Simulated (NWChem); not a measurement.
System: CH6O2Si2; SMILES O1[SiH]([SiH3])OC1

NWChem input:

```
start job
memory heap 200 mb stack 900 mb global 1100 mb
geometry units angstroms noautosym nocenter noautoz
  Si     0.227437     2.074771     0.000000
  Si    -0.618523    -0.122061     0.000000
  O      0.080797    -1.191119    -1.114382
  C      0.584224    -1.951004     0.000000
  O      0.080797    -1.191119     1.114382
  H     -0.252086     2.800651     1.209300
  H      1.714520     2.059215     0.000000
  H     -0.252086     2.800651    -1.209300
  H     -2.111976    -0.132422     0.000000
  H      1.680681    -1.970593     0.000000
  H      0.173367    -2.967588     0.000000
end
basis spherical
  Si library 6-311g**
  O library 6-311g**
  C library 6-311g**
  H library 6-311g**
end
dft
  xc b3lyp
  iterations 150
end
property
  shielding 9 1 2 3 4 6 7 9 10 11
  efieldgrad
end
task dft property
```

All runs use the structure optimised with B3LYP/6-31G* (spherical d).

GIAO values for the isolated, static molecule; σ is the absolute isotropic shielding, δ = σ(reference) − σ with the isolated reference molecule computed at the same levels (13C: tetramethylsilane, 1H: tetramethylsilane, 17O: water, 29Si: tetramethylsilane).

Atoms are numbered as in the input.

Problem. Predict the main results of this run. (B3LYP/6-311G** (spherical d), GIAO.) Quantities: δ Si2 (ppm); δ O3 (ppm); δ C4 (ppm); δ H6 (rotor mean) (ppm); δ H9 (ppm); δ H10 (ppm); δ H11 (ppm).

Solution. The δ Si2 (ppm) is 59.9 and the δ O3 (ppm) comes out as 103.4. The δ C4 (ppm) comes out as 111.7 and the δ H6 (rotor mean) (ppm) is 3.59. The δ H9 (ppm) is 6.85 and the δ H10 (ppm) comes out as 6.50. The δ H11 (ppm) is 6.43.
